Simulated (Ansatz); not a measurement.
Basis-set extrapolation for CH$_{6}$B$_{2}$SSi (`[SiH3]SB1BC1`) (PBE0-D4/def2-TZVP geometry, frozen core, the Gaussian-basis code of Ansatz). Multiplicity 1, RHF reference.

|  | def2-TZVPP | def2-QZVPP |
| --- | --- | --- |
| HF | -777.202579 | -777.226553 |
| MP2 correlation | -0.667680 | -0.715403 |
| CCSD(T) correlation | -0.758752 | not run |

Energies in hartree. Use E(X) = E(∞) + A·exp(−7.88·√X) for Hartree–Fock and E(X) = E(∞) + B·X^(−2.97) for correlation, with X = 3 and 4, and add CCSD(T) minus MP2 of the smaller set to the MP2 limit.

Task: What is the CCSD(T) energy at the basis-set limit?

Result: HF limit: -777.226553 + (-0.023974) × 0.13774 = -777.22986. MP2 limit: -0.715403 + (-0.047723) × 0.74074 = -0.75075. Higher-order term: -0.758752 − (-0.667680) = -0.09107. Total: -778.07168 hartree, 69.2 kcal/mol below CCSD(T)/def2-TZVPP.
